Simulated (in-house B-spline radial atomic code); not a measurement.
Checks on a self-consistent run for Ag XXXIV (Ag33+), [Ne] 3s2 3p2. Level of theory: Dirac-Hartree-Fock, average of configuration, Fermi nucleus of rms radius 4.5454 fm; calculated with a radial B-spline atomic code at the basis-set limit.

```tsv
orbital	q	ε (Eh)	<1/r>	<r²>	small-component weight
1s1/2	2	-1010.98986	49.4525	0.00130639	0.029667
2s1/2	2	-206.55068	11.6006	0.0205709	0.0064323
2p1/2	2	-196.67745	11.4997	0.0154138	0.0063591
2p3/2	4	-190.01462	10.8221	0.0166241	0.0061225
3s1/2	2	-79.45028	4.58857	0.120458	0.0023227
3p1/2	0.66667	-76.38145	4.53854	0.111432	0.0022904
3p3/2	1.3333	-74.78259	4.36886	0.116453	0.0022362
```

Electron-electron repulsion V_ee = 555.0213 hartree.

(1) What total energy follows from the eigenvalues?

(2) Does the Dirac virial theorem hold?

(3) What diamagnetic shielding (Lamb formula) and susceptibility (Langevin formula) do the radii give?

Results:

(1) The eigenvalues count the repulsion twice, so E = Σqε - V_ee = -3898.026 - 555.021 = -4453.047 hartree; the run printed -4453.047.

(2) For a point nucleus E = -2c²Σq·w, with w the small-component weight. Here Σq·w = 0.11856 and c = 137.0360, so the ratio E/(-2c²Σq·w) is 1.000046; the finite nucleus accounts for the departure from 1.

(3) σ = (α²/3)Σq<1/r> = 206.422/(3·137.036²) = 3664.1 ppm, and χ = -0.79199×10⁻⁶·Σq<r²> = -0.4843×10⁻⁶ cm³/mol with Σq<r²> = 0.61155 bohr². Both are non-relativistic formulas without the paramagnetism of open shells.
